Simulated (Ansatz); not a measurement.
Ansatz (a program for electronic structure) input (B97M-V/def2-TZVPD):

Ansatz 0.2 input:
```yaml
crystal:
  periodic: [false, false, false]
  atoms:
    - {symbol: La, position_ang: [1.00962381, 0.08757299, -0.02854715]}
    - {symbol: I, position_ang: [-0.75828555, 1.91921352, -1.56982251]}
    - {symbol: I, position_ang: [-0.32753628, -2.01339579, 1.60052416]}
basis:
  gaussian:
    orbitals: def2-TZVPD
hamiltonian:
  xc: {name: B97M-V}
magnetization: {spin_polarized: true, initial_magnetization: 1}
output: {forces: true}
```

Output:

```
Functional definition: B97M-V
integrals: 0.12 GiB planned
1164 factors; their error is unknown
mean field: 1.18 GiB planned
mean field evaluation 1: about -17063.0664 eV, gradient 1.3e1 eV
mean field evaluation 2: about -17062.0377 eV, gradient 2.0e1 eV
mean field evaluation 4: about -17064.2514 eV, gradient 2.1e0 eV
mean field evaluation 8: about -17064.2649 eV, gradient 9.3e-2 eV
mean field evaluation 16: about -17064.2650 eV, gradient 1.3e-4 eV
mean field evaluation 32: about -17063.9518 eV, gradient 6.3e-4 eV
mean field evaluation 64: about -17063.4339 eV, gradient 4.9e-1 eV
mean field evaluation 96: about -17064.1276 eV, gradient 3.3e0 eV
mean field -17064.26496059 eV, -627.1001707275 hartree, gradient 9.2e-6 eV, S^2 0.754222; 14 other end points of the search recorded, 0 dependent functions left out
the calculation of the forces begins
reference -17064.26504229 eV, -627.1001737298 hartree; 31, 30 occupied and 130, 131 virtual orbitals, 1164 factors
Total energy: -17064.26504229 eV, -627.1001737298 hartree
Atom 0 at     1.009624     0.087573    -0.028547 Å, force     0.036018     0.003124    -0.001018 eV/Å
Atom 1 at    -0.758286     1.919214    -1.569823 Å, force    -0.019289     0.010120    -0.008909 eV/Å
Atom 2 at    -0.327536    -2.013396     1.600524 Å, force    -0.016729    -0.013244     0.009927 eV/Å
Dipole moment:     1.062739     0.092180    -0.030049 e Å
```

The spin state was set by rule; other spins were not relaxed.
